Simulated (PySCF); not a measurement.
CdGeH3I, SMILES [Cd]([I])[GeH3].

Geometry: r2SCAN-D4/def2-SVP. The structure was generated by enumeration; whether it is a known compound was not checked. The def2 effective core potentials stand for the cores of Cd, I; spin–orbit coupling is left out.

Method: PBE/def2-TZVPD in PySCF.

Isolated molecule, no solvent.

* **total energy**: -2544.01534 hartree
* **point group**: C3v
* **highest occupied level**: -6.32 eV
* **lowest empty level**: -2.19 eV
* **orbital gap**: 4.13 eV
* **dipole moment**: 0.459 e·Å
* **quadrupole, principal values (traceless, Buckingham form, about the centre of nuclear charge)**: -5.63, 2.81, 2.81 D·Å
* **mean static polarisability**: 117.9 bohr³ (17.47 Å³)
* **polarisability, principal values**: 86.3, 86.3, 181.2 bohr³
